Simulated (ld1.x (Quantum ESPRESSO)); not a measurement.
N (Z = 7): ultrasoft pseudisation with LDA (PZ), non-relativistic reference atom.

The input file (ld1.x (Quantum ESPRESSO) 7.5):

```
&input
   title='N', zed=7., rel=0, dft='PZ', iswitch=3,
   config='[He] 2s2 2p3',
   nld=2, rlderiv=1.65, eminld=-3.0, emaxld=5.0, deld=0.02
 /
 &inputp
   pseudotype=3, tm=.true., lloc=-2, rcloc=1.20,
   nlcc=.true., rcore=0.75,
   which_augfun='PSQ', rmatch_augfun_nc=.true.,
   file_pseudopw='N.UPF', file_wfcaegen='ae.wfc', file_wfcncgen='nc.wfc', file_beta='beta', file_chi='chi', file_wfcusgen='us.wfc'
 /
4
2S  1  0   2.00   0.00  0.80  0.95  0.0
2S  1  0   0.00   1.25  0.80  0.95  0.0
2P  2  1   3.00   0.00  1.40  1.50  0.0
2P  2  1   0.00   3.75  1.40  1.50  0.0
 &test
   configts(1)='2s2 2p3'
 /
```

Command:

```bash
ld1.x < N.in > N.out
```

Output (shortened: banner, matrices, multipoles, cross overlaps and the repeated all-electron block are left out):

```
Program LD1 v.7.5
     --------------------------- All-electron run ----------------------------

     N

     atomic number is  7.00
     dft =PZ   lsd =0 sic =0 latt =0  beta=0.20 tr2=1.0E-14
     Exchange-correlation= PZ
                           (   1   1   0   0   0   0   0)
     mesh =1085 r(mesh) =  99.89202 a.u. xmin = -7.00 dx = 0.01250
     1 Ry =  13.60569312 eV

     n l     nl                  e(Ry)          e(Ha)          e(eV)
     1 0     1S 1( 2.00)       -28.0241       -14.0120      -381.2867
     2 0     2S 1( 2.00)        -1.3522        -0.6761       -18.3982
     2 1     2P 1( 3.00)        -0.5326        -0.2663        -7.2467

     final scf error:  7.5E-15 reached in  17 iterations

     Etot =    -108.045008 Ry,     -54.022504 Ha,   -1470.027222 eV

     Ekin =     107.455687 Ry,      53.727844 Ha,    1462.009102 eV
     Encl =    -254.816045 Ry,    -127.408023 Ha,   -3466.948913 eV
     Eh   =      51.589595 Ry,      25.794798 Ha,     701.912204 eV
     Exc  =     -12.274245 Ry,      -6.137123 Ha,    -166.999615 eV

     normalization and overlap integrals

     s(1S/1S) =  1.000000  <r> =   0.2314  <r2> =    0.0724  r(max) =   0.1502
     s(2S/2S) =  1.000000  <r> =   1.3302  <r2> =    2.1523  r(max) =   1.0167
     s(2P/2P) =  1.000000  <r> =   1.4814  <r2> =    2.9055  r(max) =   0.9671

     ------------------------ End of All-electron run ------------------------

     --------------------- Generating US pseudopotential ---------------------

      Generating local potential from pseudized AE potential:
      Matching radius rcloc =   1.2000
      Enforcing V''(0)=0 (lloc=-2)

      Local pseudo, rcloc= 1.196 Estimated cut-off energy=    21.38 Ry

      Computing core charge for nlcc:

       r > 0.75 : true rho core
       r < 0.75 : rho core = a sin(br)/r    a=   0.33  b=   3.71

      Integrated core pseudo-charge :   0.08
      Wfc-us  2S rcutus= 0.955  Estimated cut-off energy=    48.00 Ry
      Wfc-us  2S rcutus= 0.955  Estimated cut-off energy=    52.65 Ry
      Wfc-us  2P rcutus= 1.498  Estimated cut-off energy=    34.54 Ry
      Wfc-us  2P rcutus= 1.498  Estimated cut-off energy=    70.14 Ry

     Q pseudized with Bessel functions
     Expected ecutrho=     294.9488 due to l1=  0   l2=  1

     ------------------- End of pseudopotential generation -------------------

     Computing logarithmic derivative in   1.64520
     Computing logarithmic derivative in   1.64520
     Computing the partial wave expansion
     R is outside the sphere for l=    0 j= 0.00
     R is outside the sphere for l=    0 j= 0.00
     R is outside the sphere for l=    1 j= 0.00
     R is outside the sphere for l=    1 j= 0.00

     ---------------------- Testing the pseudopotential ----------------------

     N

     atomic number is  7.00   valence charge is  5.00
     dft =PZ   lsd =0 sic =0 latt =0  beta=0.20 tr2=1.0E-14
     mesh =1085 r(mesh) =  99.89202 xmin = -7.00 dx = 0.01250

     n l     nl             e AE (Ry)        e PS (Ry)    De AE-PS (Ry)
     1 0     2S   1( 2.00)       -1.35224       -1.35224        0.00000
     2 1     2P   1( 3.00)       -0.53262       -0.53262        0.00000

     eps = 2.3E-17  iter =  1

     Etot =    -108.045008 Ry,     -54.022504 Ha,   -1470.027222 eV
     Etotps =   -19.392356 Ry,      -9.696178 Ha,    -263.846447 eV

     Ekin =       9.305139 Ry,       4.652569 Ha,     126.602860 eV
     Encl =     -40.870263 Ry,     -20.435132 Ha,    -556.068257 eV
     Ehrt =      16.325962 Ry,       8.162981 Ha,     222.126024 eV
     Ecxc =      -4.457432 Ry,      -2.228716 Ha,     -60.646453 eV
     (Ecc =      -0.047843 Ry,      -0.023922 Ha,      -0.650943 eV)
     Epseu=       0.304239 Ry,       0.152119 Ha,       4.139379 eV

     ---------------------- End of pseudopotential test ----------------------
```

Generation and configuration tests took about 1.8 s on one core of a shared server CPU.

Transferability test of the new file with ld1.x, input:

```
&input
   title='N', zed=7., rel=0, dft='PZ', iswitch=2,
   config='[He] 2s2 2p3'
 /
 &test
   file_pseudo='N.UPF', nconf=10,
   configts(1)='2s2 2p3',
   configts(2)='2s2 2p2',
   configts(3)='2s2 2p1',
   configts(4)='2s2 2p0',
   configts(5)='2s2 2p3.3',
   configts(6)='2s1 2p4',
   configts(7)='2s1 2p0',
   configts(8)='2s0 2p5',
   configts(9)='2s2 2p3', lsdts(9)=1,
   configts(10)='2s2 2p2', lsdts(10)=1
 /
```

```bash
ld1.x < N.test.in > N.test.out
```

Pseudopotential blocks of its output, shortened (energy terms left out):

```
     ---------------------- Testing the pseudopotential ----------------------

     n l     nl             e AE (Ry)        e PS (Ry)    De AE-PS (Ry)
     1 0     2S   1( 2.00)       -1.35224       -1.35224        0.00000
     2 1     2P   1( 3.00)       -0.53262       -0.53262        0.00000

     eps = 2.3E-17  iter =  1

     Etot =    -108.045008 Ry,     -54.022504 Ha,   -1470.027222 eV
     Etotps =   -19.392356 Ry,      -9.696178 Ha,    -263.846447 eV

     ---------------------- End of pseudopotential test ----------------------

          ---------------------- Testing the pseudopotential ----------------------

     n l     nl             e AE (Ry)        e PS (Ry)    De AE-PS (Ry)
     1 0     2S   1( 2.00)       -2.36828       -2.36910        0.00083
     2 1     2P   1( 2.00)       -1.53037       -1.53236        0.00199

     eps = 6.4E-17  iter =  7

     Etot =    -107.035333 Ry,     -53.517666 Ha,   -1456.289892 eV
     Etotps =   -18.381932 Ry,      -9.190966 Ha,    -250.098919 eV
     dEtot_ae =       1.009675 Ry
     dEtot_ps =       1.010425 Ry,   Delta E=      -0.000749 Ry

     ---------------------- End of pseudopotential test ----------------------

          ---------------------- Testing the pseudopotential ----------------------

     n l     nl             e AE (Ry)        e PS (Ry)    De AE-PS (Ry)
     1 0     2S   1( 2.00)       -3.59105       -3.59373        0.00268
     2 1     2P   1( 1.00)       -2.76494       -2.77038        0.00544  !

     eps = 4.9E-18  iter =  7

     Etot =    -104.905715 Ry,     -52.452858 Ha,   -1427.314971 eV
     Etotps =   -16.248467 Ry,      -8.124233 Ha,    -221.071655 eV
     dEtot_ae =       3.139293 Ry
     dEtot_ps =       3.143889 Ry,   Delta E=      -0.004597 Ry

     ---------------------- End of pseudopotential test ----------------------

          ---------------------- Testing the pseudopotential ----------------------

     n l     nl             e AE (Ry)        e PS (Ry)    De AE-PS (Ry)
     1 0     2S   1( 2.00)       -4.97936       -4.97759       -0.00177
     2 1     2P   1( 0.00)       -4.19873       -4.19649       -0.00224

     eps = 1.4E-16  iter =  7

     Etot =    -101.438995 Ry,     -50.719498 Ha,   -1380.147841 eV
     Etotps =   -12.778128 Ry,      -6.389064 Ha,    -173.855282 eV
     dEtot_ae =       6.606013 Ry
     dEtot_ps =       6.614229 Ry,   Delta E=      -0.008216 Ry

     ---------------------- End of pseudopotential test ----------------------

          ---------------------- Testing the pseudopotential ----------------------

     n l     nl             e AE (Ry)        e PS (Ry)    De AE-PS (Ry)
     1 0     2S   1( 2.00)       -1.09880       -1.09883        0.00003
     2 1     2P   1( 3.30)       -0.28901       -0.28892       -0.00010

     eps = 1.2E-15  iter =  7

     Etot =    -108.167508 Ry,     -54.083754 Ha,   -1471.693918 eV
     Etotps =   -19.514838 Ry,      -9.757419 Ha,    -265.512892 eV
     dEtot_ae =      -0.122500 Ry
     dEtot_ps =      -0.122482 Ry,   Delta E=      -0.000018 Ry

     ---------------------- End of pseudopotential test ----------------------

          ---------------------- Testing the pseudopotential ----------------------

     n l     nl             e AE (Ry)        e PS (Ry)    De AE-PS (Ry)
     1 0     2S   1( 1.00)       -1.38455       -1.38339       -0.00116
     2 1     2P   1( 4.00)       -0.56163       -0.56107       -0.00056

     eps = 6.4E-17  iter =  7

     Etot =    -107.223737 Ry,     -53.611869 Ha,   -1458.853265 eV
     Etotps =   -18.571397 Ry,      -9.285699 Ha,    -252.676733 eV
     dEtot_ae =       0.821271 Ry
     dEtot_ps =       0.820959 Ry,   Delta E=       0.000312 Ry

     ---------------------- End of pseudopotential test ----------------------

          ---------------------- Testing the pseudopotential ----------------------

     n l     nl             e AE (Ry)        e PS (Ry)    De AE-PS (Ry)
     1 0     2S   1( 1.00)       -6.40652       -6.38885       -0.01768  !
     2 1     2P   1( 0.00)       -5.69347       -5.66631       -0.02717  !

     eps = 5.6E-15  iter =  5

     Etot =     -95.748398 Ry,     -47.874199 Ha,   -1302.723318 eV
     Etotps =    -7.096119 Ry,      -3.548059 Ha,     -96.547617 eV
     dEtot_ae =      12.296610 Ry
     dEtot_ps =      12.296237 Ry,   Delta E=       0.000373 Ry

     ---------------------- End of pseudopotential test ----------------------

          ---------------------- Testing the pseudopotential ----------------------

     n l     nl             e AE (Ry)        e PS (Ry)    De AE-PS (Ry)
     1 0     2S   1( 0.00)       -1.41456       -1.41231       -0.00225
     2 1     2P   1( 5.00)       -0.58838       -0.58727       -0.00111

     eps = 2.8E-15  iter = 10

     Etot =    -106.399184 Ry,     -53.199592 Ha,   -1447.634649 eV
     Etotps =   -17.747722 Ry,      -8.873861 Ha,    -241.470058 eV
     dEtot_ae =       1.645824 Ry
     dEtot_ps =       1.644634 Ry,   Delta E=       0.001190 Ry

     ---------------------- End of pseudopotential test ----------------------

          ---------------------- Testing the pseudopotential ----------------------

     n l     nl             e AE (Ry)        e PS (Ry)    De AE-PS (Ry)
     1 0     2S   1( 1.00)       -1.43730       -1.43964        0.00234
     2 1     2P   1( 3.00)       -0.61368       -0.61737        0.00369
     1 0     2S   2( 1.00)       -1.13021       -1.11344       -0.01677  !
     2 1     2P   2( 0.00)       -0.32817       -0.30855       -0.01962  !

     eps = 9.4E-15  iter = 13

     Etot =    -108.257628 Ry,     -54.128814 Ha,   -1472.920067 eV
     Etotps =   -19.623267 Ry,      -9.811634 Ha,    -266.988153 eV
     dEtot_ae =      -0.212620 Ry
     dEtot_ps =      -0.230911 Ry,   Delta E=       0.018291 Ry

     ---------------------- End of pseudopotential test ----------------------

          ---------------------- Testing the pseudopotential ----------------------

     n l     nl             e AE (Ry)        e PS (Ry)    De AE-PS (Ry)
     1 0     2S   1( 1.00)       -2.45795       -2.46336        0.00541  !
     2 1     2P   1( 2.00)       -1.62132       -1.63013        0.00881  !
     1 0     2S   2( 1.00)       -2.20802       -2.19487       -0.01315  !
     2 1     2P   2( 0.00)       -1.36945       -1.35146       -0.01799  !

     eps = 3.8E-15  iter =  9

     Etot =    -107.159447 Ry,     -53.579724 Ha,   -1457.978556 eV
     Etotps =   -18.519025 Ry,      -9.259513 Ha,    -251.964174 eV
     dEtot_ae =       0.885561 Ry
     dEtot_ps =       0.873331 Ry,   Delta E=       0.012230 Ry

     ---------------------- End of pseudopotential test ----------------------
```
